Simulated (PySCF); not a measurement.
# Multinuclear NMR of C4H12O2Si

Atoms are numbered as in `[CH3:1][CH:2]([CH3:3])[O:4][Si@H:5]([CH3:6])[OH:7]`. Each H is labelled by its parent atom.

All values are calculated (PySCF 2.14.0 with density-fitted response routines): shieldings: GIAO PBE0/pcSseg-1, geometry from GFN2-xTB. Fast rotation and ring inversion assumed for equivalent nuclei, non-relativistic Hamiltonian, one conformer, in vacuum.

**Question.** Predict the 29Si NMR data.

**Answer.** 
```csv
atoms,environment,σ (ppm),δ (ppm)
Si5,"silicon bonded to C, 2 O, H",369.5,-23.7
```

Shieldings were converted by a linear fit to measured shifts: 29Si (scatter 8.9 ppm rms, 25.8 ppm with the 6 outliers that the fit left out vs TMS, solution or neat liquid). Occasional misses reach two or three times the rms, and more in compound classes unlike the fitted ones.

On a 500 MHz spectrometer 29Si resonates near 99.3 MHz, so 1 ppm is 99.3 Hz.

**Question.** Where does 17O resonate?

**Answer.** 
```
atoms             environment  σ (ppm)  δ (ppm)
   O4  oxygen bonded to C, Si    254.3     35.0
   O7  oxygen bonded to Si, H    292.7      0.1
```

Shieldings were converted by a linear fit to measured shifts: 17O: δ = 266.70 − 0.911σ (rms 10.7 ppm, 155 shifts, 12.2 ppm with the 3 outliers that the fit left out vs liquid water, solution or neat liquid). A few per cent of atoms miss by over 2 rms, more outside the fitted compound classes.

On a 400 MHz spectrometer 17O resonates near 54.2 MHz, so 1 ppm is 54.2 Hz.
